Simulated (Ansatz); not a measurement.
Input and output for C2H8AlFS, SMILES `[CH3][Al-]([CH3])([F])[SH2+]`.

```yaml
crystal:
  periodic: [false, false, false]
  atoms:
    - {symbol: C, position_ang: [-1.372987, -1.015513, 0.485659]}
    - {symbol: Al, position_ang: [-0.115884, 0.043407, -0.577681]}
    - {symbol: C, position_ang: [1.701886, -0.550438, -0.973218]}
    - {symbol: F, position_ang: [-0.808024, 1.117281, -1.666944]}
    - {symbol: S, position_ang: [0.343924, 2.006202, 1.076750]}
    - {symbol: H, position_ang: [-0.913069, -1.406314, 1.399618]}
    - {symbol: H, position_ang: [-2.262894, -0.447264, 0.773266]}
    - {symbol: H, position_ang: [-1.724427, -1.884334, -0.081654]}
    - {symbol: H, position_ang: [1.697139, -1.373480, -1.695991]}
    - {symbol: H, position_ang: [2.215134, -0.919978, -0.079323]}
    - {symbol: H, position_ang: [2.314067, 0.247931, -1.402462]}
    - {symbol: H, position_ang: [-0.746269, 2.644598, 0.618249]}
    - {symbol: H, position_ang: [-0.308295, 1.503203, 2.138432]}
basis:
  gaussian: {orbitals: cc-pVTZ-DK}
total_charge: 1
magnetization: {spin_polarized: true, initial_magnetization: 1}
hamiltonian: {xc: {name: B2PLYP}, pseudopotentials: {relativity: none}}
```

```sh
$ ansatz run in.yaml --threads 4 --pin off --events-out ev --progress --plain --max-ram 10444MiB
```

It prints (some lines left out):

```
Functional definition: B2PLYP
1525 factors; integrals over basis functions are off by at most 9.8e-4 eV
mean field evaluation 1: about -22305.0451 eV, gradient 6.1e1 eV
mean field evaluation 2: about -22305.1439 eV, gradient 6.1e1 eV
mean field evaluation 4: about -22320.9185 eV, gradient 1.2e1 eV
mean field evaluation 8: about -22321.8108 eV, gradient 5.9e-1 eV
mean field evaluation 16: about -22321.8233 eV, gradient 2.1e-2 eV
mean field -22321.82336175 eV, -820.3118782692 hartree, gradient 6.7e-6 eV, S^2 0.775670; 4 other end points of the search recorded, 0 dependent functions left out
13 core orbitals not correlated: weight in the atoms' cores, before any rotation towards them, 1.000 or more for the frozen orbitals, at most 0.000 for the correlated occupied ones
reference -22321.82354705 eV, -820.3118850788 hartree; 16, 15 occupied and 241, 242 virtual orbitals, 1525 factors
second order -28.48670079 eV of doubles, -0.00000000 eV of singles
WARN: the results are in doubt because the basis set is contracted for relativity, which is off
Total energy: -22329.51495627 eV, -820.5945391540 hartree
In doubt: the basis set is contracted for relativity, which is off
```

It took 22 s on 4 threads of an Arm Neoverse V1 on a shared host, with 1.2 GiB of host memory at the peak.
